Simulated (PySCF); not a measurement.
A structure optimised at PBE0-D3(BJ)/def2-SVP, used in a PySCF frequency run:

```
C
C 1 1.3546
H 2 1.0943 1 118.33
H 1 1.0943 2 118.33 3 0.00
C 1 1.4514 4 117.03 2 -174.79
C 5 1.3422 1 124.83 4 -155.97
O 6 1.3747 5 123.21 1 7.04
C 7 1.3747 6 112.08 5 -66.26
C 8 1.3422 7 123.21 6 66.26
H 9 1.0940 8 116.91 7 174.21
H 5 1.0940 6 116.91 7 -174.21
H 6 1.0959 5 122.64 11 2.21
H 8 1.0959 9 122.64 10 -2.21
```
Charge 0, spin multiplicity 1.

Question: Write its SMILES, formula and point group.

Answer: C1=CC=COC=C1, C6H6O, Cs

Question: What are its rotational constants (standard atomic weights)?

Answer: 4.0071, 3.8086, 2.0902 GHz
